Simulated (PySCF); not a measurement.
B(H)3 cation (BH3), SMILES B (connectivity only; charge and spin as stated), charge +1, multiplicity 2.

Geometry: r2SCAN-D4/def2-TZVPD. The spin state was assumed, not searched. The isomer is the one that the SMILES or the coordinates give; other isomers of the formula were not compared.

Method: TDA-M06-2X/def2-TZVPD run with PySCF.

Vertical excitations. Gas-phase values at a fixed geometry.

```tsv
state	energy (eV)	λ (nm)	f	main pairs
root 1	4.12	301	0.000	α HOMO→LUMO 99 %
root 2	4.78	259	0.001	β HOMO→LUMO 97 %
root 3	6.40	194	0.001	α HOMO−1→LUMO 67 %, β HOMO→LUMO+1 30 %
root 4	7.55	164	0.014	α HOMO−1→LUMO 30 %, β HOMO→LUMO+1 67 %
root 5	8.44	147	0.118	β HOMO−1→LUMO 91 %
root 6	9.78	127	0.011	α HOMO→LUMO+1 85 %
root 7	10.26	121	0.007	α HOMO−2→LUMO 35 %, β HOMO−1→LUMO+1 60 %
root 8	10.58	117	0.177	α HOMO→LUMO+2 92 %
root 9	11.92	104	0.077	α HOMO→LUMO+3 78 %
root 10	12.09	103	0.004	α HOMO−1→LUMO+1 41 %, α HOMO−1→LUMO+3 12 %, β HOMO→LUMO+3 17 %, β HOMO→LUMO+2 14 %
```
Unrestricted roots are not spin-pure.
